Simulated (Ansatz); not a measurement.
Reaction (ligand exchange at the Al–O bond): `C[NH][AlH][O][SiH3]` + H–F → `C[NH][AlH][F]` + `O[SiH3]`

Computed with Ansatz on PBE0-D4/def2-TZVP structures; ΔE is electronic, products minus reactants. CCSD(T)/CBS is the MP2 limit (def2-TZVPP, def2-QZVPP) plus CCSD(T) − MP2 in def2-TZVPP, frozen cores. This one scheme is used for every species. DFT in def2-TZVPP. Each species was taken in one conformer, which may not be the lowest.

| level | ΔE (kcal/mol) |
| --- | --- |
| B2PLYP | -6.9 |
| r2SCAN | -7.0 |

Task: What does CCSD(T)/CBS give? (Estimate.)

Result: The calculation gave: -5.4 kcal/mol. The listed levels differ from it by -1.5, -1.6 kcal/mol.

Largest T1 diagnostic among the species: 0.012.

From PBE to PBE0 (25 % exact exchange), in def2-TZVPP and without D4, ΔE moves by +1.1 kcal/mol. The D4 term adds +2.2 kcal/mol with B3LYP and +1.3 kcal/mol with PBE0; it sums over pairs of atoms, weighted by their polarisabilities, and B3LYP, whose exchange is more repulsive, gets the larger term.

B3LYP here is the variant with VWN-RPA as its local correlation; programs differ in this.
